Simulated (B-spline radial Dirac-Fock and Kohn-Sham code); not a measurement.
**Isotope-shift constants of the inner levels of Dy**

System: the Dy atom, [Xe] 4f10 6s2.

Method: first-order field-shift and mass-shift constants from Dirac-Fock ground and hole states with a Fermi nucleus; the mass shift has no relativistic recoil terms. Computed with a radial B-spline solver. A binding energy shifts by δE = F·δ⟨r²⟩ + (K_N + K_S)·δ(1/M); F is taken for a change of radius at fixed skin thickness and so holds the higher radial moments.

```
     level  F (meV/fm²)
    K (1s)       -390.2
   L1 (2s)       -51.57
L2 (2p1/2)       0.3648
L3 (2p3/2)        2.401
   M1 (3s)       -11.18
M2 (3p1/2)       0.1400
M3 (3p3/2)       0.6479
M4 (3d3/2)       0.5974
M5 (3d5/2)       0.5751
```

The mass shift is not given and not included below: at this Z its relativistic corrections are large. It matters little for K lines but can be comparable with the field shift of L lines.

Field shifts alone in meV from A = 164 (mass 163.9292 u, rms radius 5.2218 fm); radii from Angeli and Marinova (2013).

```csv
A,mass (u),radius (fm),Kα1,Kα2,Kβ1,Lα1
148,147.9271,5.0455,+710.7,+707.0,+707.5,-3.3
149,148.9273,5.0567,?,?,?,?
150,149.9256,5.0706,+611.0,+607.8,+608.2,-2.8
152,151.9247,5.095,+513.6,+510.9,+511.3,-2.4
153,152.9258,5.1035,+479.6,+477.1,+477.4,-2.2
154,153.9244,5.1241,+396.8,+394.8,+395.1,-1.8
157,156.9255,5.1709,+207.7,+206.6,+206.8,-1.0
160,159.9252,5.1951,+109.2,+108.6,+108.7,-0.5
162,161.9268,5.2074,+59.0,+58.7,+58.7,-0.3
163,162.9287,5.2099,+48.7,+48.5,+48.5,-0.2
```

Question: What are the shifts for A = 149?

Answer: Kα1 +666.2 meV; Kα2 +662.8 meV; Kβ1 +663.3 meV; Lα1 -3.1 meV.
